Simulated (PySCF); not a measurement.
## Computed properties of Al(Cl)(OH)(SeH) (AlClH2OSe), SMILES [OH][Al]([Cl])[SeH]

AlClH2OSe, SMILES [Cl][Al]([SeH])[OH]. The structure is a stationary point at r2SCAN-D4/def2-SVP. The structure was generated by enumeration; whether it is a known compound was not checked. One conformer was computed; it need not be the lowest. All values are computed for the isolated molecule unless a solvent is named; none is compared with measurement here.

**Structure.** The optimised structure has Cs symmetry. All 12 harmonic modes at r2SCAN-D4/def2-SVP (PySCF) are real, so it is a minimum. With heavy atoms numbered as in [Al:1]([Cl:2])([OH:3])[SeH:5], the shortest bond between them is Al1–O3 at 1.693 Å and the longest Al1–Se5 at 2.293 Å.

**Vibrations.** The strongest infrared lines (harmonic, unscaled, degenerate partners summed) lie at 611 cm⁻¹ (184 km/mol, H 48 %, Al 38 %, Cl 9 %), 3937 cm⁻¹ (130 km/mol, H 94 %), 324 cm⁻¹ (130 km/mol, H 89 %, O 10 %). The softest mode is at 111 cm⁻¹ and the zero-point energy is 14.8 kcal/mol.

**Electronic structure.** CAM-B3LYP/def2-TZVP (PySCF) places the frontier levels at -8.79 and 0.06 eV, a gap of 8.85 eV, and gives a dipole moment of 1.50 D and a mean polarisability of 63.4 bohr³. PBE/def2-TZVP (PySCF) at the same geometry gives -6.39 and -1.68 eV, so its gap is 4.14 eV narrower. An orbital gap is neither the optical nor the fundamental gap.

**Excitations.** TDA-PBE0/def2-SVPD (PySCF) has S1 at 5.21 eV (238 nm, f = 0.040, weak); the most intense of the 10 singlets computed lies at 7.29 eV (f = 0.29). T1 (TDA) is at 4.87 eV, 0.34 eV under S1. TDA-PBE/def2-SVPD (PySCF) puts S1 at 4.64 eV. No vertical singlet excitation falls in the visible range (under 3.1 eV).

**NMR.** GIAO shifts at B3LYP/pcSseg-1 (PySCF) (non-relativistic, atoms alike by connectivity averaged): ¹H from 0.6 to 2.7 ppm against TMS. Without spin–orbit terms, shifts of atoms bonded to Cl or Br come out too high.
